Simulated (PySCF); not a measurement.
**How methods differ on the excitation energy of Cl²⁺**

Cl²⁺ [Ne] 3s2 3p3 (4S) → Cl²⁺ [Ne] 3s2 3p2 3d1 (high-spin determinant), as a difference of total energies. Calculation: PySCF 2.14, in aug-cc-pV(T+d)Z (6s5p4d2f, 55 functions); no relativity, point nucleus. Correlated levels: valence: [Ne] frozen. The calculations carry no spin-orbit coupling.

| method | excitation energy (eV) |
| --- | --- |
| UHF | 19.533 |
| MP2 (valence) | 18.998 |
| SCS-MP2 (valence) | 18.946 |
| CCSD (valence) | 18.984 |
| CCSD(T) (valence) | 18.559 |

Question: How much does correlation contribute at CCSD(T) (valence)?

Answer: 18.559 − (19.533) = -0.974 eV, measured against UHF.

A first-order spin-orbit estimate (lowest level to lowest level, LS coupling) adds -0.064 eV.

The promoted electron is Rydberg-like, and one or two diffuse shells describe it only roughly, which tends to raise the upper state.

The coupled-cluster amplitudes are large for the upper state (T1 above 0.03 or a double amplitude above 0.15), so a single reference is strained.

The determinant of the upper state mixes LS terms, which raises its energy above the lowest term, most at the Hartree-Fock and MP2 levels.
